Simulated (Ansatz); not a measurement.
NbF, multiplicity 5 (lowest of 2S+1 = 1, 3, 5, 7 at CCSD(T)/def2-TZVPP on PBE0 minima; our sources give no spin for the ground state, which may be another), most abundant isotopes (92.9064 and 18.9984 u). Constants from fifth-degree fits in 1/R to seven points on the lowest solution found; no spin–orbit coupling, no relativity up to Kr; ω_e x_e and α_e move by some per cent with the fit.

Correlated levels freeze the inner cores; with def2 sets outer-core shells near the valence are correlated too. CBS: X⁻³ extrapolation of the correlation energy, Hartree–Fock from the larger set.

Programs: Ansatz (Gaussian basis) for Hartree–Fock, density functionals and correlated methods.  In def2 rows elements past Kr take small-core potentials, without spin–orbit coupling.

```tsv
level	r_e (Å)	ω_e (cm⁻¹)	ω_e x_e (cm⁻¹)	α_e (cm⁻¹)
PBE/def2-TZVPP	1.8775	649.6	3.02	0.00190
CCSD(T)/CBS(def2-TZVPP, def2-QZVPP)	1.8821	650.9	2.97	0.00181
```

Question: Derive the rotational constants, the centrifugal constant, the fundamental, the zero-point energy and the force constant.

Answer: 
μ = 15.77299 u.
- PBE/def2-TZVPP: B_e = 16.8576/(μ r_e²) = 0.30319 cm⁻¹; B₀ = B_e − α_e/2 = 0.30224 cm⁻¹; D = 4B_e³/ω_e² = 2.64e-07 cm⁻¹; fundamental ω_e − 2ω_e x_e = 644 cm⁻¹; zero-point energy ω_e/2 − ω_e x_e/4 = 324 cm⁻¹; k = μ(2πcω_e)² = 392 N/m
- CCSD(T)/CBS(def2-TZVPP, def2-QZVPP): B_e = 16.8576/(μ r_e²) = 0.30172 cm⁻¹; B₀ = B_e − α_e/2 = 0.30082 cm⁻¹; D = 4B_e³/ω_e² = 2.59e-07 cm⁻¹; fundamental ω_e − 2ω_e x_e = 645 cm⁻¹; zero-point energy ω_e/2 − ω_e x_e/4 = 325 cm⁻¹; k = μ(2πcω_e)² = 394 N/m

Ansatz is a first-principles code.
